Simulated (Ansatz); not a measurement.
`C=C=[N][SbH2]`, relaxed with RKS PBE0-D4/def2-TZVP in the Gaussian-basis code of Ansatz from a PBE-D4/def2-SVP geometry. The force threshold is 0.005 eV/Å; the program also tests the step.

Charge 0, multiplicity 1. Sb: def2 effective core potential.

Start:

```xyz
8

C    -0.088    1.542   -1.277
C    -0.409    0.610   -0.382
N    -0.796   -0.245    0.410
Sb    0.547   -1.169    1.806
H     0.200    1.258   -2.300
H    -0.128    2.607   -1.008
H    -0.607   -2.416    2.150
H     1.280   -2.187    0.602
```

| step | energy (eV) | largest force (eV/Å) | largest move (Å) |
| --- | --- | --- | --- |
| 1 | -10162.3486 | 1.004 | 0.000 |
| 2 | -10162.4127 | 0.400 | 0.089 |
| 3 (rejected) | -10162.3869 | 0.751 | 0.105 |
| 4 | -10162.4246 | 0.110 | 0.052 |
| 5 (rejected) | -10162.4243 | 0.145 | 0.077 |
| 6 | -10162.4279 | 0.076 | 0.038 |
| 7 | -10162.4282 | 0.092 | 0.031 |
| 8 | -10162.4287 | 0.043 | 0.011 |
| 9 | -10162.4289 | 0.045 | 0.020 |
| 10 | -10162.4299 | 0.050 | 0.041 |
| 11 (rejected) | -10162.4223 | 0.407 | 0.193 |
| 12 | -10162.4310 | 0.058 | 0.066 |
| 13 | -10162.4312 | 0.195 | 0.098 |
| 14 | -10162.4326 | 0.104 | 0.014 |
| 15 | -10162.4350 | 0.058 | 0.073 |
| 16 | -10162.4352 | 0.128 | 0.102 |
| 17 | -10162.4357 | 0.120 | 0.020 |
| 18 (rejected) | -10162.4304 | 0.161 | 0.087 |
| 19 | -10162.4373 | 0.052 | 0.036 |
| 20 | -10162.4378 | 0.024 | 0.024 |
| 21 | -10162.4378 | 0.055 | 0.035 |
| 22 | -10162.4380 | 0.033 | 0.006 |
| 23 (rejected) | -10162.4378 | 0.100 | 0.023 |
| 24 | -10162.4382 | 0.008 | 0.011 |
| 25 | -10162.4382 | 0.010 | 0.017 |
| 26 | -10162.4382 | 0.010 | 0.009 |
| 27 | -10162.4382 | 0.006 | 0.006 |
| 28 | -10162.4382 | 0.003 | 0.001 |

End:

```xyz
8

C    -0.069    1.381   -1.248
C    -0.445    0.653   -0.222
N    -0.853    0.001    0.711
Sb    0.374   -1.189    1.880
H    -0.119    0.974   -2.248
H     0.275    2.395   -1.100
H    -0.601   -2.565    1.611
H     1.437   -1.651    0.616
```

It took 78 s on 2 threads of an Intel Xeon Platinum 8375C on a shared host, with 0.38 GiB of host memory at the peak.
